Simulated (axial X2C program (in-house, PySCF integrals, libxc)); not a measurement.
# What spin–orbit coupling does to CaF

All values were computed with an axial X2C code built on PySCF integrals. Spin-free means the one-electron spin-free X2C Hamiltonian; two-component (2c) means X2C with spin–orbit coupling and atomic mean-field two-electron Coulomb and Gaunt terms, so the difference of the two also holds small scalar two-electron terms. Basis: Ca dyall-cv3z [11s12p6d4f], F dyall-av3z [7s6p3d2f] (cores contracted in-house); Gaussian nuclei, density fitting, unrestricted open shells. Masses: Ca 39.963 u, F 18.998 u.

Spin-free state: M_S = 1/2, Λ = 0 (beyond evenly filled blocks: σα); fragments Ca + F.

| level | Re (Å) | ωe (cm⁻¹) | De (eV) | μ (D) |
| --- | --- | --- | --- | --- |
| PBE0 | 1.938 | 595.5 | 5.631 | -2.77 |
| HF | 1.980 | 581.7 | 4.171 | -2.80 |
| MP2 | 2.003 | 553.0 | 5.922 | n/a |
| CCSD | 1.997 | 562.2 | 5.271 | n/a |
| CCSD(T) | 2.000 | 557.5 | 5.415 | n/a |
| PBE50 | 1.936 | 603.6 | 5.351 | -2.71 |

Correlated methods: 9 electrons correlated (number of frozen shells: Ca 3 s, 2 p; F 1 s), 249 virtual spin orbitals or spinors in MP2, 90 natural virtuals in coupled cluster.

Dipoles are positive if F is the positive end.

Two-component determinant lowest at the distance of the search:

Ω = 1/2 (⟨Sz⟩ = 0.50, ⟨Lz⟩ = 0.00 at HF); fragments Ca + F.

```json
{"level": "PBE0", "Re (Å)": "1.938", "ωe (cm⁻¹)": "595.5", "De (eV)": "5.631", "μ (D)": "-2.77"}
{"level": "HF", "Re (Å)": "1.980", "ωe (cm⁻¹)": "581.7", "De (eV)": "4.158", "μ (D)": "-2.80"}
{"level": "MP2", "Re (Å)": "2.003", "ωe (cm⁻¹)": "553.0", "De (eV)": "5.911", "μ (D)": "n/a"}
{"level": "CCSD", "Re (Å)": "1.997", "ωe (cm⁻¹)": "562.6", "De (eV)": "5.259", "μ (D)": "n/a"}
{"level": "CCSD(T)", "Re (Å)": "2.000", "ωe (cm⁻¹)": "557.4", "De (eV)": "5.398", "μ (D)": "n/a"}
{"level": "PBE50", "Re (Å)": "1.936", "ωe (cm⁻¹)": "603.6", "De (eV)": "5.350", "μ (D)": "-2.71"}
```

(1) From the two tables, how do the constants change at the CCSD(T) level (2c against spin-free)?

The state is a single determinant with fixed occupations, the lowest that a limited PBE0 search found. De is counted from the lowest determinant-based energies of the atoms at the same level, without counterpoise correction. Density functionals use the spin component along the axis (collinear). Coupled cluster ran in a truncated set of natural virtual spinors; the MP2 energy of the rest was added. (T) has no such correction and the atoms are truncated less, which lowers De at CCSD(T) by a hundredth of an eV or more. In 2c an atomic determinant is not the ground J level, so De misses part of the atomic spin–orbit lowering. This holds for PBE0, PBE50. The functionals have no current-density term, which raises determinants with orbital currents, atoms included. The outer-core s and p shells of the metal are frozen in the correlated rows, which leaves out core–valence correlation; for alkali and alkaline-earth bonds that tends to lengthen them.

## Answers

(1) At the CCSD(T) level Re is unchanged within 0.001 Å and ωe doesn't move by more than 0.2 cm⁻¹; De changes by -0.017 eV.
